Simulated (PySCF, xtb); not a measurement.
F3S, SMILES [S+](F)(F)F, charge +1.

GFN2-xTB (xtb) at its own geometry gives an orbital gap of 7.56 eV.

Geometry: B3LYP-D3(BJ)/def2-TZVP. The isomer is the one that the SMILES or the coordinates give; other isomers of the formula were not compared.

What does HF/def2-TZVPD (PySCF) give? (Estimate from the structure and the level; the computed values follow.)

gap 18.51 eV (levels -23.34 and -4.83 eV).
